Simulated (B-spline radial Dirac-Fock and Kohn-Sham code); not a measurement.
## Elastic and transport cross sections of ytterbium for electrons

Calculated with an atomic code on a B-spline grid, using relativistic (Dirac) partial waves in the static field of the Dirac-Fock atom with Furness-McCarthy exchange, without polarisation or absorption potentials. Below a few hundred eV the neglected polarisation potential matters, most of all at small angles. σ_tr1 and σ_tr2 weight the cross section with 1 − P₁ and 1 − P₂ of cos θ; "backward" is the share scattered beyond 90°.

```csv
energy (eV),σ (a₀²),σ_tr1 (a₀²),σ_tr2 (a₀²),σ/σ_tr1,backward (%)
50,50.7,11.3,18.6,4.49,8.7
51.1,50.3,10.9,18.1,4.60,8.5
52.4,49.8,10.5,17.5,4.73,8.2
79.2,?,?,?,?,?
84.4,39.3,5.03,8.45,7.81,4.3
100,35.5,3.99,6.45,8.90,3.5
105,34.5,3.77,6.01,9.13,3.3
130,30.2,3.18,4.78,9.50,3.0
156,27.0,3.05,4.47,8.84,3.4
165,26.1,3.07,4.47,8.51,3.5
177,25.0,3.11,4.53,8.04,3.8
198,23.4,3.23,4.69,7.26,4.4
200,23.3,3.24,4.70,7.19,4.5
209,22.7,3.29,4.78,6.90,4.8
```

**Question.** Fill in the row for 79.2 eV.

**Answer.** σ = 40.7 a₀², σ_tr1 = 5.53 a₀², σ_tr2 = 9.39 a₀², σ/σ_tr1 = 7.36, backward 4.7 %. The ratio σ/σ_tr1 is roughly the number of elastic collisions that randomise the direction.
